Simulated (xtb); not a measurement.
A run for xtb: GFN2-xTB on OsCl, 2S+1 = 6, a spin state set in the input, which need not be the lowest, a point of a bond scan (R = 2.255 Å).

```
$ xtb mol.xyz --gfn 2 --sp --chrg 0 --uhf 5
2

Os     0.00000000     0.00000000     0.00000000
Cl     0.00000000     0.00000000     2.25510200
```

The log:

```
[...]
           -------------------------------------------------
          |                Calculation Setup                |
           -------------------------------------------------



           -------------------------------------------------
          |                 G F N 2 - x T B                 |
           -------------------------------------------------

        Reference                      10.1021/acs.jctc.8b01176
      * Hamiltonian:
        H0-scaling (s, p, d)           1.850000    2.230000    2.230000
        zeta-weighting                 0.500000
      * Dispersion:
        s8                             2.700000
        a1                             0.520000
        a2                             5.000000
        s9                             5.000000
      * Repulsion:
        kExp                           1.500000    1.000000
        rExp                           1.000000
      * Coulomb:
        alpha                          2.000000
        third order                    shell-resolved
        anisotropic                    true
        a3                             3.000000
        a5                             4.000000
        cn-shift                       1.200000
        cn-exp                         4.000000
        max-rad                        5.000000


          ...................................................
          :                      SETUP                      :
          :.................................................:
          :  # basis functions                  20          :
          :  # atomic orbitals                  18          :
          :  # shells                            6          :
          :  # electrons                        15          :
          :  max. iterations                   250          :
          :  Hamiltonian                  GFN2-xTB          :
          :  restarted?                      false          :
          :  GBSA solvation                  false          :
          :  PC potential                    false          :
          :  electronic temp.          300.0000000     K    :
          :  accuracy                    1.0000000          :
          :  -> integral cutoff          0.2500000E+02      :
          :  -> integral neglect         0.1000000E-07      :
          :  -> SCF convergence          0.1000000E-05 Eh   :
          :  -> wf. convergence          0.1000000E-03 e    :
          :  Broyden damping             0.4000000          :
          :  net charge                          0          :
          :  unpaired electrons                  5          :
          ...................................................

 iter      E             dE          RMSdq      gap      omega  full diag
   1     -6.8995540 -0.689955E+01  0.367E+01    4.18       0.0  T
   2     -6.3143629  0.585191E+00  0.921E+01    0.00       1.0  T
   3     -7.5470656 -0.123270E+01  0.100E+01    2.74       1.0  T
   4     -7.5728755 -0.258099E-01  0.764E+00    2.98       1.0  T
   5     -7.5918276 -0.189521E-01  0.231E+00    2.91       1.0  T
   6     -7.5921370 -0.309374E-03  0.948E-01    2.80       1.0  T
   7     -7.5917998  0.337140E-03  0.151E+00    2.80       1.0  T
   8     -7.5921248 -0.324970E-03  0.507E-01    2.96       1.0  T
   9     -7.5922615 -0.136745E-03  0.289E-01    2.94       1.0  T
  10     -7.5922287  0.328535E-04  0.251E-01    2.94       1.0  T
  11     -7.5922814 -0.527274E-04  0.505E-02    2.95       1.4  T
  12     -7.5922834 -0.204489E-05  0.182E-02    2.95       3.9  T
  13     -7.5922836 -0.184336E-06  0.597E-03    2.95      11.8  T
  14     -7.5922837 -0.300260E-07  0.684E-04    2.95     103.4  T
  15     -7.5922837 -0.316414E-10  0.588E-04    2.95     120.3  T

   *** convergence criteria satisfied after 15 iterations ***

         #    Occupation            Energy/Eh            Energy/eV
      -------------------------------------------------------------
         1        2.0000           -1.0290216             -28.0011
       ...           ...                  ...                  ...
         4        2.0000           -0.4142433             -11.2721
         5        1.5000           -0.3990185             -10.8578
         6        1.5000           -0.3990185             -10.8578
         7        1.0000           -0.3778577             -10.2820
         8        1.0000           -0.3706400             -10.0856
         9        1.0000           -0.3706400             -10.0856
        10        1.0000           -0.2209120              -6.0113 (HOMO)
        11                         -0.1124457              -3.0598 (LUMO)
        12                         -0.1124457              -3.0598
        13                          0.0566093               1.5404
        14                          0.0566093               1.5404
        15                          0.0633060               1.7226
       ...                                ...                  ...
        18                          0.6410147              17.4429
      -------------------------------------------------------------
                  HL-Gap            0.1084663 Eh            2.9515 eV
             Fermi-level           -0.2828487 Eh           -7.6967 eV

 SCC (total)                   0 d,  0 h,  0 min,  0.008 sec
 SCC setup                      ...        0 min,  0.000 sec (  2.449%)
 Dispersion                     ...        0 min,  0.000 sec (  0.663%)
 classical contributions        ...        0 min,  0.000 sec (  0.449%)
 integral evaluation            ...        0 min,  0.001 sec ( 13.117%)
 iterations                     ...        0 min,  0.005 sec ( 64.654%)
 molecular gradient             ...        0 min,  0.001 sec ( 14.668%)
 printout                       ...        0 min,  0.000 sec (  3.302%)

         :::::::::::::::::::::::::::::::::::::::::::::::::::::
         ::                     SUMMARY                     ::
         :::::::::::::::::::::::::::::::::::::::::::::::::::::
         :: total energy              -7.591013140059 Eh    ::
         :: gradient norm              0.015561690206 Eh/a0 ::
         :: HOMO-LUMO gap              2.951517316081 eV    ::
         ::.................................................::
         :: SCC energy                -7.592283660505 Eh    ::
         :: -> isotropic ES            0.004346993911 Eh    ::
         :: -> anisotropic ES         -0.002815130573 Eh    ::
         :: -> anisotropic XC         -0.002426352612 Eh    ::
         :: -> dispersion             -0.001060173068 Eh    ::
         :: repulsion energy           0.001270520446 Eh    ::
         :: add. restraining           0.000000000000 Eh    ::
         :: total charge              -0.000000000000 e     ::
         :::::::::::::::::::::::::::::::::::::::::::::::::::::

           -------------------------------------------------
          |                Property Printout                |
           -------------------------------------------------

    * Orbital Energies and Occupations

         #    Occupation            Energy/Eh            Energy/eV
      -------------------------------------------------------------
         1        2.0000           -1.0290216             -28.0011
         2        2.0000           -0.4516297             -12.2895
         3        2.0000           -0.4142433             -11.2721
         4        2.0000           -0.4142433             -11.2721
         5        1.5000           -0.3990185             -10.8578
         6        1.5000           -0.3990185             -10.8578
         7        1.0000           -0.3778577             -10.2820
         8        1.0000           -0.3706400             -10.0856
         9        1.0000           -0.3706400             -10.0856
Note: The following floating-point exceptions are signalling: IEEE_UNDERFLOW_FLAG IEEE_DENORMAL
normal termination of xtb
        10        1.0000           -0.2209120              -6.0113 (HOMO)
        11                         -0.1124457              -3.0598 (LUMO)
        12                         -0.1124457              -3.0598
        13                          0.0566093               1.5404
        14                          0.0566093               1.5404
        15                          0.0633060               1.7226
        16                          0.0633060               1.7226
        17                          0.0664105               1.8071
        18                          0.6410147              17.4429
      -------------------------------------------------------------
                  HL-Gap            0.1084663 Eh            2.9515 eV
             Fermi-level           -0.2828487 Eh           -7.6967 eV

     #   Z          covCN         q      C6AA      α(0)
     1  76 Os       0.836     0.348   577.008    54.113
     2  17 Cl       0.836    -0.348   110.324    16.068

 Mol. C6AA /au·bohr⁶  :       1169.782858
 Mol. C8AA /au·bohr⁸  :     118181.184139
 Mol. α(0) /au        :         70.181172


Wiberg/Mayer (AO) data.
largest (>0.10) Wiberg bond orders for each atom

 ---------------------------------------------------------------------------
     #   Z sym  total        # sym  WBO       # sym  WBO       # sym  WBO
 ---------------------------------------------------------------------------
     1  76 Os   1.154 --     2 Cl   1.154
     2  17 Cl   1.154 --     1 Os   1.154
 ---------------------------------------------------------------------------

Topologies differ in total number of bonds
Writing topology from bond orders to xtbtopo.mol

molecular dipole:
                 x           y           z       tot (Debye)
 q only:        0.000       0.000      -1.485
   full:        0.000      -0.000      -0.547       1.390
molecular quadrupole (traceless):
                xx          xy          yy          xz          yz          zz
 q only:        3.163       0.000       3.163       0.000       0.000      -6.326
  q+dip:        3.273       0.000       3.273      -0.000       0.000      -6.547
   full:        3.433       0.000       3.433      -0.000       0.000      -6.866


           -------------------------------------------------
          | TOTAL ENERGY               -7.591013140059 Eh   |
          | GRADIENT NORM               0.015561690206 Eh/α |
          | HOMO-LUMO GAP               2.951517316081 eV   |
           -------------------------------------------------

------------------------------------------------------------------------
------------------------------------------------------------------------
 total:
 SCF:
```

The run finished.

Cost: about 0.12 core-seconds (a rough figure).
